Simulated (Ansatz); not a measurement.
## Appearance energy of a fragment ion: C7H16 → [C3H7]+ + C4H9 + e⁻

Species: C7H16 (2,3-dimethylpentane) `CCC(C)C(C)C`, singlet; [C3H7]+ `C[CH+]C`, singlet; C4H9 (2-butyl radical) `C[CH]CC`, doublet. 

Shapes, held fixed at every level: PBE0-D4/def2-TZVP. Flexible molecules stand in one conformer, not always the lowest. Programs: Ansatz 0.2.0. Electronic energies: no zero-point or thermal term.

```csv
level,kind,ΔE (eV),less CCSD(T)/CBS estimate
HF/def2-TZVPP,Hartree–Fock,+9.18,-2.19
PBE-D4/def2-TZVPP,GGA,+10.85,-0.52
PBE0-D4/def2-TZVPP,global hybrid,+10.99,-0.38
wB97X-V/def2-TZVPP,range-separated hybrid,+11.11,-0.26
B2PLYP/def2-TZVPP,double hybrid,+10.82,-0.55
MP2/def2-TZVPP,perturbation theory,+11.51,+0.14
CCSD(T)/def2-TZVPP,coupled cluster or CI,+11.27,-0.10
CCSD(T)/CBS estimate,coupled cluster or CI,+11.37,0.00
```

The highest level, CCSD(T)/CBS estimate, gives ΔE = +11.37 eV; the levels span +9.18 to +11.51. The column of differences is taken from that level and isn't an error. No measured value is set beside it here. Open shells run unrestricted unless RO is named. The CBS estimate extrapolates MP2 from def2-TZVPP and def2-QZVPP and adds CCSD(T) − MP2 in the triple-zeta set, cores frozen. The onset seen in experiment also holds zero-point changes and kinetic shifts.
